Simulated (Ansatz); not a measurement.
1-ethyl-3-methylimidazolium trifluoroacetate (C₈H₁₁F₃N₂O₂). Charge 0, multiplicity 1. Geometry PBE0-D4/def2-SVP.

| atom | x (Å) | y (Å) | z (Å) |
| --- | --- | --- | --- |
| C1 | -0.0208 | -0.5484 | 3.2790 |
| C2 | -0.0206 | -1.3178 | 1.9725 |
| N3 | -0.9880 | -0.7914 | 1.0142 |
| C4 | -2.3556 | -0.9474 | 1.0298 |
| C5 | -2.8362 | -0.2624 | -0.0464 |
| N6 | -1.7505 | 0.2936 | -0.6866 |
| C7 | -1.7672 | 1.1031 | -1.8956 |
| C8 | -0.6388 | -0.0338 | -0.0278 |
| H9 | 0.7267 | -0.9780 | 3.9611 |
| H10 | -1.0004 | -0.5896 | 3.7797 |
| H11 | 0.2420 | 0.5060 | 3.1094 |
| H12 | 0.9598 | -1.2537 | 1.4777 |
| H13 | -0.2514 | -2.3824 | 2.1297 |
| H14 | -2.8715 | -1.5319 | 1.7868 |
| H15 | -3.8523 | -0.1348 | -0.4100 |
| H16 | -0.7199 | 1.2152 | -2.2324 |
| H17 | -2.2141 | 2.0841 | -1.6815 |
| H18 | -2.3573 | 0.5908 | -2.6672 |
| H19 | 0.4501 | 0.2217 | -0.2719 |
| O20 | 1.2609 | 1.0123 | -2.4358 |
| C21 | 2.1450 | 0.6723 | -1.6452 |
| O22 | 2.0396 | 0.2925 | -0.4540 |
| C23 | 3.6061 | 0.6955 | -2.1592 |
| F24 | 4.3721 | 1.4778 | -1.3889 |
| F25 | 4.1358 | -0.5356 | -2.1290 |
| F26 | 3.7063 | 1.1423 | -3.4086 |

(1) Estimate the orbital energies around the gap (eV) in Ansatz with HF/STO-3G, PBE-D4/def2-SVP, PBE-D4/def2-TZVP, r2SCAN-D4/def2-TZVP, PBE0-D4/def2-SVP.

## Answers

(1) 
| orbital | HF/STO-3G | PBE-D4/def2-SVP | PBE-D4/def2-TZVP | r2SCAN-D4/def2-TZVP | PBE0-D4/def2-SVP |
| --- | --- | --- | --- | --- | --- |
| HOMO−5 | -10.61 | -8.06 | -8.27 | -8.83 | -10.23 |
| HOMO−4 | -10.49 | -7.86 | -8.11 | -8.37 | -9.40 |
| HOMO−3 | -9.52 | -7.21 | -7.26 | -7.44 | -8.34 |
| HOMO−2 | -5.74 | -5.18 | -5.63 | -5.96 | -6.75 |
| HOMO−1 | -4.93 | -4.79 | -5.18 | -5.53 | -6.56 |
| HOMO | -4.42 | -4.52 | -4.95 | -5.30 | -6.35 |
| LUMO | 6.13 | -1.63 | -1.79 | -1.61 | -0.65 |
| LUMO+1 | 7.00 | -1.43 | -1.60 | -1.36 | -0.44 |
| LUMO+2 | 11.66 | 0.27 | -0.23 | 0.56 | 1.13 |
| LUMO+3 | 12.59 | 0.73 | 0.21 | 0.63 | 1.61 |
| LUMO+4 | 14.23 | 0.91 | 0.40 | 1.03 | 1.92 |
| LUMO+5 | 14.65 | 1.12 | 0.41 | 1.12 | 2.00 |
